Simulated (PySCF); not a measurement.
All values below come from PySCF with B3LYP-D3(BJ)/def2-TZVP // B3LYP-D3(BJ)/def2-SVP. Gas-phase values, no solvent. One relaxed conformer stands for a flexible species; it need not be the lowest. B3LYP has the VWN-RPA correlation part, as in Gaussian. Delta-SCF ions had no search for a lower state. 

Reference species (SMILES): `Br[Si](Br)(Br)Br` (neutral, multiplicity 1).

| Quantity | Result |
|---|---|
| vertical ionisation energy (Delta-SCF) | 10.37 eV |
| S1 oscillator strength | 0.000 |

Changed species: `CO[Si](OC)(OC)OC` (4 of 4 Br replaced by OCH3; the reference has 0 of 4 Br replaced by OCH3).

Question: What does the change do to the vertical ionisation energy (Delta-SCF) and S1 oscillator strength?

Answer: the vertical ionisation energy (Delta-SCF) falls by 0.68 eV, to 9.69 eV; the S1 oscillator strength is nearly the same.
